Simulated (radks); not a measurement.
Values are calculated unless marked as measured or tabulated.
Neutral helium, [He]. Level of theory: non-relativistic Kohn-Sham, LDA (Slater exchange, Perdew-Wang correlation), spin-polarised, spherical densities, point nucleus (a radial shooting solver on a logarithmic mesh with Libxc functionals). Every spin shell is full or empty, so the densities are truly spherical. Functionals are evaluated on that one density, not self-consistently. Rank these exchange functionals by their error against the exact value of the orbitals, and give that value: LDA, B88, PBE, RPBE, PW91, SOGGA, APBE, TPSS, SCAN, r2SCAN, MS2, Tao-Mo.

Answer. Exact: -0.997931 hartree. From best to worst, with 100 (|E| - |E exact|)/|E exact| (equal figures are ties): B88 +0.29, PW91 -0.53, TPSS +0.64, r2SCAN +0.66, SCAN +0.66, APBE +0.80, PBE -0.84, MS2 +0.88, Tao-Mo +0.88, RPBE +0.90, SOGGA -5.58, LDA -13.65.
